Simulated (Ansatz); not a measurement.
Ansatz (an electronic-structure program) input (HF/STO-3G):

Ansatz 0.2 input:
```yaml
crystal:
  periodic: [false, false, false]
  atoms:
    - {symbol: C, position_ang: [-2.67880100, 0.11993000, 0.13853400]}
    - {symbol: B, position_ang: [-1.29940200, 0.79753400, 0.27285100]}
    - {symbol: I, position_ang: [0.59710100, -0.08499300, -0.04957100]}
    - {symbol: H, position_ang: [-3.49299200, 0.83482900, 0.00698600]}
    - {symbol: H, position_ang: [-2.71732100, -0.62854900, -0.65846400]}
    - {symbol: H, position_ang: [-2.86623800, -0.40891900, 1.08327600]}
basis:
  gaussian:
    orbitals: STO-3G
hamiltonian:
  xc: {name: HF}
magnetization: {spin_polarized: true, initial_magnetization: 1}
relax: {f_tol: 0.003, max_steps: 120}
```

From the output:

```
the calculation of the forces begins
reference -188144.30555972 eV, -6914.1757005291 hartree; 34, 33 occupied and 6, 7 virtual orbitals, 493 factors
relax step   6: F+E_penalty+E_count = -188144.30555972 eV  Δ(F+E_penalty+E_count) = -1.752e-4 eV  max|allowed force component| = 2.511e-2 eV/Å  Δτ_max = 0.0161 Å  (32 SCF iters, accepted)
these checks for a lower state are left out or cut short: starts, cluster_reference, orbital_swaps, neighbouring_geometries, increment
integrals: 0.00 GiB planned
493 factors; integrals over basis functions are off by at most 2.1e-5 eV
mean field: 0.16 GiB planned
mean field -188144.30560654 eV, -6914.1757022497 hartree, gradient 2.4e-5 eV, S^2 0.753404; 0 other end points of the search recorded, 0 dependent functions left out
the calculation of the forces begins
reference -188144.30560654 eV, -6914.1757022497 hartree; 34, 33 occupied and 6, 7 virtual orbitals, 493 factors
relax step   7: F+E_penalty+E_count = -188144.30560654 eV  Δ(F+E_penalty+E_count) = -4.682e-5 eV  max|allowed force component| = 5.586e-3 eV/Å  Δτ_max = 0.0118 Å  (31 SCF iters, accepted)
these checks for a lower state are left out or cut short: starts, cluster_reference, orbital_swaps, neighbouring_geometries, increment
integrals: 0.00 GiB planned
493 factors; integrals over basis functions are off by at most 2.1e-5 eV
mean field: 0.16 GiB planned
mean field -188144.30562959 eV, -6914.1757030967 hartree, gradient 1.8e-5 eV, S^2 0.753393; 0 other end points of the search recorded, 0 dependent functions left out
the calculation of the forces begins
reference -188144.30562959 eV, -6914.1757030967 hartree; 34, 33 occupied and 6, 7 virtual orbitals, 493 factors
relax step   8: F+E_penalty+E_count = -188144.30562959 eV  Δ(F+E_penalty+E_count) = -2.305e-5 eV  max|allowed force component| = 1.087e-2 eV/Å  Δτ_max = 0.0164 Å  (32 SCF iters, accepted)
these checks for a lower state are left out or cut short: starts, cluster_reference, orbital_swaps, neighbouring_geometries, increment
integrals: 0.00 GiB planned
493 factors; integrals over basis functions are off by at most 2.1e-5 eV
mean field: 0.16 GiB planned
mean field evaluation 64: about -188144.3056 eV, gradient 1.1e-4 eV
mean field -188144.30563836 eV, -6914.1757034189 hartree, gradient 2.2e-5 eV, S^2 0.753393; 0 other end points of the search recorded, 0 dependent functions left out
the calculation of the forces begins
reference -188144.30563836 eV, -6914.1757034189 hartree; 34, 33 occupied and 6, 7 virtual orbitals, 493 factors
relax step   9: F+E_penalty+E_count = -188144.30563836 eV  Δ(F+E_penalty+E_count) = -8.766e-6 eV  max|allowed force component| = 5.146e-3 eV/Å  Δτ_max = 0.0032 Å  (32 SCF iters, accepted)
these checks for a lower state are left out or cut short: starts, cluster_reference, orbital_swaps, neighbouring_geometries, increment
integrals: 0.00 GiB planned
493 factors; integrals over basis functions are off by at most 2.1e-5 eV
mean field: 0.16 GiB planned
mean field -188144.30564323 eV, -6914.1757035978 hartree, gradient 2.2e-5 eV, S^2 0.753391; 0 other end points of the search recorded, 0 dependent functions left out
the calculation of the forces begins
reference -188144.30564323 eV, -6914.1757035978 hartree; 34, 33 occupied and 6, 7 virtual orbitals, 493 factors
relax step  10: F+E_penalty+E_count = -188144.30564323 eV  Δ(F+E_penalty+E_count) = -4.869e-6 eV  max|allowed force component| = 1.368e-3 eV/Å  Δτ_max = 0.0062 Å  (31 SCF iters, accepted)
integrals: 0.00 GiB planned
493 factors; integrals over basis functions are off by at most 2.1e-5 eV
mean field: 0.16 GiB planned
mean field -188144.30564323 eV, -6914.1757035978 hartree, gradient 2.1e-5 eV, S^2 0.753391; 1 other end points of the search recorded, 0 dependent functions left out
the calculation of the forces begins
reference -188144.30564323 eV, -6914.1757035978 hartree; 34, 33 occupied and 6, 7 virtual orbitals, 493 factors
Total energy: -188144.30564323 eV, -6914.1757035978 hartree
Atom 0 at    -2.681897     0.116440     0.144124 Å, force    -0.000151     0.000555     0.001370 eV/Å
Atom 1 at    -1.285563     0.833300     0.203754 Å, force    -0.000457    -0.000438    -0.000482 eV/Å
Atom 2 at     0.593110    -0.102699     0.001530 Å, force     0.000325     0.000107     0.000067 eV/Å
Atom 3 at    -3.502196     0.818334     0.036719 Å, force     0.000542    -0.000536     0.000075 eV/Å
Atom 4 at    -2.742503    -0.605932    -0.664526 Å, force    -0.000002     0.000009    -0.000171 eV/Å
Atom 5 at    -2.838605    -0.429611     1.072011 Å, force    -0.000256     0.000302    -0.000858 eV/Å
Dipole moment:    -0.346213     0.109750     0.038085 e Å
```

The geometry given is a B3LYP-D3(BJ)/def2-TZVP minimum.
